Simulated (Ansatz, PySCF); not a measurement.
hexafluoroethane (C2F6), SMILES C(F)(F)(F)C(F)(F)F.

Coordinates come from a PBE0-D3(BJ)/def2-SVP optimisation.

Vertical ionisation energy (IE) and electron affinity (EA) in eV. Rows of orbital energies are one-electron estimates. Where ΔSCF, EOM or ADC give a negative EA the extra electron is unbound and the value depends on the basis.

```csv
level,IE,EA
"−ε(HOMO), −ε(LUMO), M06-2X/def2-TZVP (PySCF)",13.18,-3.32
"ΔSCF, PBE0/def2-SVPD (Ansatz), final states of multiplicity 2 and 2",14.04,-1.78
```

Q: What vertical singlet–triplet gap does ΔSCF give with PBE0/def2-SVPD (Ansatz, an electronic-structure program)? (An estimate is asked for; the answer gives what the named calculation found.)

A: 10.75 eV (triplet above singlet where positive).
